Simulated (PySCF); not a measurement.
H2Se2Zn, SMILES [SeH][Zn][SeH].

Coordinates come from a B3LYP-D3(BJ)/def2-SVP optimisation. One conformer was computed; it need not be the lowest.

Level of theory: PBE0/def2-TZVPD in PySCF.

The molecule is in vacuum.

The total energy is -6582.96898 hartree. The point group is C2. The highest occupied level is -7.18 eV and the lowest empty level is -1.32 eV. The orbital gap is 5.87 eV, the dipole moment is 0.61 D and the quadrupole, principal values (traceless, Buckingham form, about the centre of nuclear charge) is -8.84, 4.06, 4.78 D·Å. The mean static polarisability is 89.5 bohr³ (13.26 Å³) and the polarisability, principal values is 70.0, 70.0, 128.4 bohr³.
